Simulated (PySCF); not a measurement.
An equivalent PySCF input for Mn (manganese, neutral), [Ar] 3d5 4s2, high-spin 6S determinant, with the spin-free X2C one-electron Hamiltonian (Gaussian nucleus):

```python
from pyscf import gto, scf, dft, mp, cc
import basis_set_exchange as bse
mol = gto.M(atom="Mn 0 0 0", charge=0, spin=5, symmetry="D2h",
            basis=gto.basis.parse(bse.get_basis("x2c-QZVPPall", elements=["Mn"], fmt="nwchem", augment_diffuse=1)),
            nucmod="G")
mf = dft.UKS(mol, xc="PBE").sfx2c1e()
mf.irrep_nelec = {'Ag': (6, 4), 'B1g': (1, 0), 'B2g': (1, 0), 'B3g': (1, 0), 'B1u': (2, 2), 'B2u': (2, 2), 'B3u': (2, 2)}
mf.kernel()
```

It reaches the same state as the run whose output follows, with an energy that differs only through the grid. The run itself started from symmetry-adapted Hartree-Fock orbitals and held the occupation by maximum overlap, on a logarithmic radial grid, so the iterations belong to that start.

```
SCF conv_tol = 1e-09
number electrons alpha = 15  beta = 10
XC functionals = PBE
    J. P. Perdew, K. Burke, and M. Ernzerhof.,  Phys. Rev. Lett. 77, 3865 (1996)
    J. P. Perdew, K. Burke, and M. Ernzerhof.,  Phys. Rev. Lett. 78, 1396 (1997)
    J. P. Perdew, K. Burke, and M. Ernzerhof.,  Phys. Rev. Lett. 77, 3865 (1996)
    J. P. Perdew, K. Burke, and M. Ernzerhof.,  Phys. Rev. Lett. 78, 1396 (1997)
cycle= 1 E= -1158.329009788  delta_E= -0.0199  |g|= 0.113  |ddm|= 0.299
cycle= 2 E= -1158.32438356  delta_E= 0.00463  |g|= 0.183  |ddm|= 0.212
cycle= 3 E= -1158.33213724357  delta_E= -0.00775  |g|= 0.00443  |ddm|= 0.107
cycle= 4 E= -1158.33214237707  delta_E= -5.13e-06  |g|= 0.000369  |ddm|= 0.0035
cycle= 5 E= -1158.33214241941  delta_E= -4.23e-08  |g|= 3.47e-05  |ddm|= 0.000835
cycle= 6 E= -1158.33214241998  delta_E= -5.75e-10  |g|= 6.23e-06  |ddm|= 7.17e-05
converged SCF energy = -1158.33214241998  <S^2> = 8.7619055  2S+1 = 6.0039672
```
